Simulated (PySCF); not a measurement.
C4H8OSi, SMILES O=C1C[SiH](C1)C.

Coordinates come from a B3LYP-D3(BJ)/def2-SVP optimisation. This is a generated structure with no PubChem entry under its InChIKey; it may be hypothetical.

Two levels are set side by side: PBE/def2-TZVP (PySCF) and PBE0/def2-TZVP (PySCF). Same geometry, gas phase. Differences are taken from unrounded values.

```
quantity                       PBE
---------------------------  -----
orbital gap (eV)              3.84
highest occupied level (eV)  -5.50
lowest empty level (eV)      -1.66
dipole moment (D)             3.77
mean polarisability (bohr³)   77.2
```

Q: These are the PBE values. What does PBE0 give? (Estimate from the structure and the level; the computed values follow.)

A: 
```json
[
 {"quantity": "orbital gap (eV)", "PBE0": "6.40", "PBE minus PBE0": "-2.56"},
 {"quantity": "highest occupied level (eV)", "PBE0": "-6.97", "PBE minus PBE0": "1.47"},
 {"quantity": "lowest empty level (eV)", "PBE0": "-0.57", "PBE minus PBE0": "-1.09"},
 {"quantity": "dipole moment (D)", "PBE0": "3.98", "PBE minus PBE0": "-0.20"},
 {"quantity": "mean polarisability (bohr³)", "PBE0": "74.2", "PBE minus PBE0": "3.1"}
]
```

PBE's occupied levels lie high since its potential decays too fast outside the molecule; exact exchange lowers them and widens the gap. Loosely held outer electrons make PBE densities more polarisable. Differences between two approximate levels are no errors against the true value.

Rough cost on one machine, each run with all the roots and properties that it gave: PBE0 against PBE within a factor of 2.
